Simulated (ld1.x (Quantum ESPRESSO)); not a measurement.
hafnium: PAW pseudisation with PBEsol, scalar-relativistic reference atom.

ld1.x (Quantum ESPRESSO) 7.5 input, shortened:

```
&input
   title='Hf', zed=72., rel=1, dft='PBESOL', iswitch=3,
   config='[Xe] 4f14 5d2.5 6s1.5 6p0'
 /
 &inputp
   pseudotype=3, lpaw=.true., tm=.true., lloc=-2, rcloc=2.85,
   nlcc=.true., rcore=0.80,
   which_augfun='PSQ', rmatch_augfun=0.90
 /
8
6S  1  0   1.50   0.00  2.20  2.90  0.0
6S  1  0   0.00   4.25  2.20  2.90  0.0
6P  2  1   0.00   0.00  3.30  4.20  0.0
6P  2  1   0.00   1.20  3.30  4.20  0.0
5D  3  2   2.50   0.00  2.10  2.25  0.0
5D  3  2   0.00   4.25  2.10  2.25  0.0
4F  4  3  14.00   0.00  0.95  1.30  0.0
4F  4  3   0.00  -0.35  0.95  1.30  0.0
 &test
   configts(1)='4f14 5d2.5 6s1.5 6p0'
 /
```

Poles of the logarithmic derivatives, all-electron (AE) and pseudo (PS). Narrow ghost or core levels that the grid stepped over were put in at their known energies. s: poles at -0.1, 2.4 (AE) and -0.1, 2.4 (PS) Ry. p: poles at -2.6, 0.5, 3.2 (AE) and 0.5, 2.8, 4.5 (PS) Ry. d: poles at -0.1, 1.7, 4.7 (AE) and -0.1, 1.7, 4.7 (PS) Ry. f: poles at 1.4, 3.6 (AE) and 1.4, 3.8 (PS) Ry. Test radius 4.56 bohr.

* Cutoffs needed: 110 Ry and 180 Ry (the cutoffs (Ry, on a coarse ladder) from which the occupation-weighted sum of valence levels, in a spherical-Bessel basis at the reference potential, stays within 10 and 1 mRy of its value at 400 Ry)
* Ghost test: no extra level below or beside the all-electron valence levels (s, p, d, f tested) (spherical-Bessel basis up to 400 Ry, 20 bohr box)
* Configuration tests: test run stopped at test 5 of 7 (negative rho)
* Lowest eigenvalue of the overlap operator: 0.55 (s channel)
* Density cutoff estimated by the generator: 692 Ry
